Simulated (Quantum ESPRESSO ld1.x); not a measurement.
The numbers below are computed, except where a source is named.
Ar+, 17 electrons, occupied as [He] 2s2 2p4 3s2 3p5 3d2 (not the ground configuration). Level of theory: scalar-relativistic Kohn-Sham, PW91, spin-unpolarised, spherical densities, point nucleus (ld1.x of Quantum ESPRESSO 7.5).

X-ray form factor f0, the Fourier transform of the density (f0(0) = 17):

sin(theta)/lambda (1/angstrom)  f0 (electrons)
0.05                                    16.568
0.1                                     15.431
0.15                                    13.918
0.2                                     12.314
0.25                                    10.803
0.3                                      9.486
0.4                                      7.546
0.5                                      6.388
0.6                                      5.696
0.8                                      4.801
1                                        3.995
1.25                                     3.068
1.5                                      2.367
2                                        1.617
